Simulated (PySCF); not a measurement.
## `COCC[C@H](Cl)[GeH3]`, C$_{4}$H$_{11}$ClGeO

Cartesian coordinates in Å; atom numbers follow the order of the lines, from 1:
```xyz
18

C    -2.2203    0.1796    0.4997
O    -0.9418   -0.3436    0.7661
C    -0.4493   -1.2127   -0.2256
C     0.0451   -0.4827   -1.4802
C     0.7887    0.7783   -1.0809
Cl    1.7561    1.3655   -2.4634
Ge    2.0921    0.5854    0.4015
H    -2.9488   -0.6263    0.3509
H    -2.5020    0.7649    1.3730
H    -2.2264    0.8267   -0.3838
H    -1.2069   -1.9623   -0.4943
H     0.3961   -1.7212    0.2491
H     0.7145   -1.1532   -2.0219
H    -0.7884   -0.2364   -2.1435
H     0.0829    1.5788   -0.8598
H     2.8707    1.8592    0.4635
H     3.0485   -0.5070    0.0422
H     1.4803    0.3132    1.7310
```

Method: GIAO PBE0/pcSseg-1 magnetisability, rotational g tensor and spin-rotation constants, non-relativistic, gas phase (PySCF). Geometry: GFN2-xTB.

The calculation is non-relativistic, which matters for the atoms heavier than Zn.

Q: How diamagnetic is it, and how anisotropic?

A: Isotropic -1639 × 10⁻³⁰ J/T², or -98.7 × 10⁻⁶ cm³/mol; principal values -1694, -1645, -1578 × 10⁻³⁰ J/T², anisotropy 101 × 10⁻³⁰ J/T² (root of half the summed squared differences of the principal values). The susceptibility is in cgs units.

Q: Split it along the inertial axes a, b, c into diamagnetic and paramagnetic parts about the centre of mass, with the quadrupole moment.

A: 
```tsv
axis	χ (10⁻⁶ cm³/mol)	diamagnetic (10⁻⁶ cm³/mol)	paramagnetic (10⁻⁶ cm³/mol)	summed x² of all electrons (Å²)	quadrupole Θ (D Å)
a	-100.3	-789.8	689.5	262.5	+0.40
b	-99.3	-1315.1	1215.8	138.7	-3.90
c	-96.4	-1702.4	1606.0	47.4	+3.51
```
Anisotropies 2χaa − χbb − χcc = -4.9 and 2χbb − χaa − χcc = -1.9 × 10⁻⁶ cm³/mol. Θ is traceless in Buckingham's convention.

Q: And the rotational g tensor?

A: 
```
axis  rotational constant (GHz)        g  nuclear part  electronic part
   a                     1.6958  -0.0099        0.5394          -0.5493
   b                     0.9950  -0.0051        0.5632          -0.5683
   c                     0.7191  -0.0061        0.5364          -0.5425
```
Asymmetric top; isotopes 12C, 35Cl, 74Ge, 1H, 16O; no vibrational averaging.
